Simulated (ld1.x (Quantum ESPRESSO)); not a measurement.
## What one change does to a pseudopotential (zinc (Zn), ultrasoft)

```
Element                 : zinc (Zn)
Generator               : ld1.x (Quantum ESPRESSO) 7.5
Type                    : ultrasoft
Functional              : PBE
Relativity              : scalar-relativistic
Frozen core             : [Ar]
Valence charge          : 12
Reference configuration : 3d10 4s1 4p1
Partial waves           : 4s (bound): rcut 1.50, rcutus 2.05 bohr; 4s channel at 2.7 Ry: rcut 1.50, rcutus 2.05 bohr; 4p (bound): rcut 1.90, rcutus 2.45 bohr; 4p channel at 1.7 Ry: rcut 1.90, rcutus 2.45 bohr; 3d (bound): rcut 0.55, rcutus 0.70 bohr; 3d channel at -0.6 Ry: rcut 0.55, rcutus 0.70 bohr
Local potential         : all-electron potential smoothed inside 1.75 bohr (lloc = -1)
Core correction         : a·sin(br)/r model core, default radius (core density twice the valence density)
Augmentation charge     : built from norm-conserving waves at rcut, not smoothed further
```

Change: local potential all-electron potential smoothed inside 0.88 bohr (lloc = -1).

Cutoffs: the cutoffs (Ry, on a coarse ladder) from which the occupation-weighted sum of valence levels, in a spherical-Bessel basis at the reference potential, stays within 10 and 1 mRy of its value at 400 Ry; they do not see the model core or the augmentation charge, which bear on the density cutoff. Errors are all-electron minus pseudo energies relative to the spin-unpolarised reference configuration.

Q: What does the change do?

A: A bound ghost appears in s, which as a rule spoils a file; the number of tests that count goes from 7 to 6; the errors of the 6 common tests hardly move; the range in which the p phases agree narrows (upper end 4.6 → 0.2). A state that the projectors do not describe sees the local part alone, so a deeper or shallower local part can create or remove a ghost.

| quantity | base | changed |
| --- | --- | --- |
| cutoff, loose | 300 Ry | 300 Ry |
| cutoff, tight | over 300 Ry | over 300 Ry |
| bound ghosts | none | s |
| tests counted (converged, no solver errors) | 7 of 7 | 6 of 7 |
| error for 3d10 4s2 4p0, meV [ΔE -5.09 eV] | -1.3 | -1.2 |
| error for 3d10 4s1 4p0, meV [ΔE 4.80 eV] | -2.5 | -2.5 |
| error for 3d10 4s0 4p0, meV [ΔE 23.24 eV] | -29 | -28 |
| error for 3d9 4s0 4p0, meV [ΔE 63.78 eV] | -100 | -95 |
| error for 3d9 4s2 4p0, meV [ΔE 12.81 eV] | -167 | -163 |
| error for 3d10 4s1.5 4p0, meV [ΔE -1.15 eV] | -0.2 | -0.2 |
| s: phases at 2.67 bohr within 0.05 rad from the reference energy up to (Ry; the scan ends near 5) | to the end of the scan | to the end of the scan |
| p: phases at 2.67 bohr within 0.05 rad from the reference energy up to (Ry; the scan ends near 5) | 4.6 | 0.2 |
| d: phases at 2.67 bohr within 0.05 rad from the reference energy up to (Ry; the scan ends near 5) | to the end of the scan | to the end of the scan |
| lowest overlap eigenvalue by channel | s 0.43, p 0.59, d 1.00 | s 0.15, p 0.32, d 0.94 |

Changed file: Tests not counted: 3d10 4s0 4p1 (solver errors, printed error +1.7 eV). A true bound ghost makes a file unfit for plane-wave use even where its test errors are small: the radial tests pick states by their node count and pass the ghost by. Where a test does run into it, the solver fails or the error is huge.
